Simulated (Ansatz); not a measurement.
Thioxanthone (C13H8OS), relaxed as a singlet with RKS PBE-D4/def2-SVP in Ansatz, starting from the GFN2-xTB geometry. Force threshold 0.03 eV/Å.

Start:

```xyz
23

O     0.598    1.859    1.520
C     0.303    0.942    0.769
C    -0.501   -0.195    1.254
C    -0.898   -0.161    2.597
C    -1.647   -1.170    3.153
C    -2.027   -2.255    2.368
C    -1.652   -2.313    1.044
C    -0.890   -1.289    0.479
S    -0.476   -1.480   -1.210
C     0.461   -0.046   -1.572
C     0.931    0.066   -2.881
C     1.675    1.160   -3.264
C     1.965    2.162   -2.343
C     1.505    2.050   -1.052
C     0.745    0.950   -0.637
H    -0.586    0.695    3.178
H    -1.940   -1.120    4.190
H    -2.616   -3.053    2.795
H    -1.942   -3.148    0.426
H     0.699   -0.718   -3.585
H     2.031    1.237   -4.280
H     2.548    3.020   -2.639
H     1.714    2.809   -0.312
```

Q: Estimate the energy that the relaxation releases and the steps that it takes.

A: 17.9 kJ/mol, in 4 steps; 49 s on 4 threads of Intel Xeon on a shared host. No frequencies were taken in this run, so the end may be a saddle point.

Q: Does the start keep its bonding and symmetry?

A: By distances, no bond broke or formed. The bond that changes most is C10–C15, from 1.40 to 1.42 Å (atoms count from 1). Point group C2v at the start, C2v at the end, both within 0.05 Å.

Q: Predict the relaxed structure.

A: 
Cartesian coordinates in Å:
```
O 0.607 1.888 1.544
C 0.308 0.960 0.785
C -0.503 -0.188 1.276
C -0.906 -0.160 2.633
C -1.667 -1.186 3.187
C -2.048 -2.281 2.384
C -1.666 -2.338 1.044
C -0.893 -1.295 0.481
S -0.477 -1.484 -1.214
C 0.461 -0.047 -1.578
C 0.933 0.058 -2.908
C 1.688 1.163 -3.298
C 1.988 2.183 -2.372
C 1.524 2.080 -1.063
C 0.755 0.971 -0.637
H -0.586 0.714 3.220
H -1.970 -1.144 4.244
H -2.649 -3.099 2.810
H -1.962 -3.192 0.416
H 0.698 -0.740 -3.630
H 2.049 1.232 -4.336
H 2.584 3.054 -2.682
H 1.732 2.851 -0.306
```
Bond lengths: 14 × C–C 1.39 to 1.49 Å; 2 × C–S 1.75 Å; 1 × C–O 1.24 Å; 8 × C–H 1.10 Å.
